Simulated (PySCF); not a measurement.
Bonds (- single, = double, # triple, : aromatic): F1-C2 1.346 Å, C2-F3 1.346 Å, C2-F4 1.344 Å, C2-C5 1.449 Å, C5#C6 1.206 Å, C6-C7 1.393 Å, C7=C8 1.342 Å, C8-C9 1.499 Å, C9-C10 1.549 Å, C10-C7 1.512 Å. C8 carries H11; C9 carries H12, H13; C10 carries H14, H15.

[PySCF: geometry from GFN2-xTB; PBE0/pcSseg-1 with gauge-including orbitals; single conformer; equivalent nuclei averaged; non-relativistic Hamiltonian; no solvent model]

Predict the 2D correlation tables (HSQC, COSY, HMBC).

Results:



HSQC (one-bond C–H):
```
            δH          δC
    6.95 (H11)  161.3 (C8)
2.84 (H14/H15)  35.6 (C10)
2.64 (H12/H13)   31.2 (C9)
```

COSY cross peaks (H two or three bonds apart, from the bond graph; peaks can be absent where the dihedral angle is near 90°):
```
            δH              δH
    6.95 (H11)  2.64 (H12/H13)
2.84 (H14/H15)  2.64 (H12/H13)
```

HMBC (two and three bonds, from the bond graph):
```
            δH                                            δC
    6.95 (H11)  132.8 (C7), 88.6 (C6), 35.6 (C10), 31.2 (C9)
2.84 (H14/H15)  161.3 (C8), 132.8 (C7), 88.6 (C6), 31.2 (C9)
2.64 (H12/H13)            161.3 (C8), 132.8 (C7), 35.6 (C10)
```

References, each an isolated molecule treated in the same way: ¹H (31.72 ppm), ¹³C (186.93 ppm) vs TMS.

Shifts are as computed. Against solution values, carbons near 30 ppm lie about +3 ppm off and those near 130 ppm about +5 ppm. Of 1309 compounds with measured shifts, 239 miss one by over three times the rms of a fit or turn the order of signals round; such compounds aren't used in these exercises.
